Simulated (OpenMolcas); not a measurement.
**S+: terms and fine structure**

```json
{
  "Program": "OpenMolcas 26.06",
  "Method": "CASSCF",
  "Basis": "ANO-RCC-VTZP [5s4p2d1f]",
  "Scalar Hamiltonian": "DKH2, point nucleus",
  "Active space": "3 electrons in 3 orbitals (3p)",
  "State averaging": "2S+1 = 4 odd, 1 root; 2S+1 = 2 odd, 8 roots",
  "Spin-orbit coupling": "state interaction with AMFI integrals over the reference wave functions, term energies averaged over their components"
}
```

Spin-free terms above the lowest, with the occupations of the reference:

```
Configuration  Term  E (cm⁻¹)  Occupations
      3s² 3p³   ⁴S°       0.0      3p 3.00
      3s² 3p³   ²D°     19232      3p 3.00
      3s² 3p³   ²P°     31905      3p 3.00
```

With spin-orbit coupling, above the lowest level:

```tsv
Configuration	Term	J	E (cm⁻¹)	Measured (cm⁻¹)	Term weight %
3s² 3p³	⁴S°	3/2	0.0	0.0	100
3s² 3p³	²D°	3/2	19220	14853	100
3s² 3p³	²D°	5/2	19238	14885	100
3s² 3p³	²P°	1/2	31911	24525	100
3s² 3p³	²P°	3/2	31935	24572	100
```

Against the 4 measured excited levels shown (NIST Handbook of Basic Atomic Spectroscopic Data) the mean absolute deviation is 5900 cm-1; the largest miss in energy is 3s² 3p³ ²P°_1/2: computed 31911, measured 24525 cm⁻¹ (+30.1 %).

Spin-orbit coupling puts the lowest level 5.8 cm⁻¹ below the lowest spin-free term.

Without dynamic correlation excited terms often stand tens of per cent too high (terms of higher spin than the ground term too low), and those without a measured partner can miss by more than the paired ones. With the s shell closed, the reference lacks s² → p² mixing. Computed and measured levels are paired by configuration, term and J; levels that our copy of the source lacks, or whose pairing is in doubt (as where it misses far off the trend of its configuration), stay unpaired and out of the deviations. Levels of configurations outside the active space are missing.

The term weight is that of the spin-free term in the level, not the purity of its configuration. ° marks odd parity.
